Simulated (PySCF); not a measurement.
Correlation energy of Ar(2+) (argon, charge +2)

[Ne] 3s1 3p4 4s1, high-spin 5P determinant (an excited configuration). Calculation: PySCF 2.14, in aug-cc-pwCVQZ; no relativity, point nucleus. Frozen: 1s2; 14 electrons correlated.

MP2 pair energies summed by pair of shells (mhartree):

| pair | energy | share (%) |
| --- | --- | --- |
| 2p-2p | -188.55 | 40.5 |
| 3p-3p | -100.81 | 21.7 |
| 2s-2p | -59.10 | 12.7 |
| 2p-3p | -46.22 | 9.9 |
| 3p-4s | -25.88 | 5.6 |
| 3s-3p | -12.87 | 2.8 |
| 2s-2s | -10.07 | 2.2 |
| 2p-3s | -8.49 | 1.8 |
| 2s-3p | -8.42 | 1.8 |
| 2p-4s | -1.91 | 0.4 |
| 2s-3s | -1.91 | 0.4 |
| 3s-4s | -0.57 | 0.1 |
| 2s-4s | -0.30 | 0.1 |

Total MP2 correlation energy: -465.09 mhartree.

Same-spin part -130.71 and opposite-spin part -334.38 mhartree; SCS-MP2 scales them by 1/3 and 6/5 to -444.82 mhartree.
